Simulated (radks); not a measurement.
Question: All-electron atom: the promethium ion Pm+ in [Xe] 4f5 5d0.5 6s0.5 (fractional occupations, a model configuration). Method: Dirac Kohn-Sham, BLYP, spin-unpolarised, spherical densities, finite nucleus; open shells fill j = l - 1/2 first; Fermi nuclear charge, rms radius 4.962 fm; computed with a radial shooting solver on a logarithmic mesh with Libxc functionals. Some entries of the table are withheld. Estimate them.

| orbital | occ. | eigenvalue (eV) | <r^2> (bohr^2) |
|---|---|---|---|
| 1s1/2 | 2 | -44984.79 | 0.0007317 |
| 2s1/2 | 2 | -7314.603 | 0.01150 |
| 2p1/2 | 2 | -6927.884 | 0.008388 |
| 2p3/2 | 4 | -6367.433 | 0.009635 |
| 3s1/2 | 2 | -1598.338 | 0.07748 |
| 3p1/2 | 2 | -1432.401 | 0.07256 |
| 3p3/2 | 4 | -1319.731 | 0.07984 |
| 3d3/2 | 4 | (1) | (2) |
| 3d5/2 | 6 | (3) | (4) |
| 4s1/2 | 2 | -321.3717 | 0.3970 |
| 4p1/2 | 2 | -258.2482 | 0.4210 |
| 4p3/2 | 4 | -233.6324 | 0.4614 |
| 4d3/2 | 4 | -129.7859 | 0.5413 |
| 4d5/2 | 6 | -125.4134 | 0.5576 |
| 5s1/2 | 2 | -46.6474 | 2.345 |
| 5p1/2 | 2 | -29.8342 | 3.038 |
| 5p3/2 | 4 | -26.5745 | 3.409 |
| 6s1/2 | 0.5 | -7.9474 | 18.07 |
| 4f5/2 | 5 | -7.1593 | 1.575 |
| 5d3/2 | 0.5 | (5) | 10.28 |
| 4f7/2 | 0 | -6.6930 | 1.657 |
| 5d5/2 | 0 | (6) | 10.77 |

Answer: 
(1) 3d3/2 eigenvalue (eV): -1031.038
(2) 3d3/2 <r^2> (bohr^2): 0.06448
(3) 3d5/2 eigenvalue (eV): -1006.617
(4) 3d5/2 <r^2> (bohr^2): 0.06653
(5) 5d3/2 eigenvalue (eV): -6.6960
(6) 5d5/2 eigenvalue (eV): -6.4962
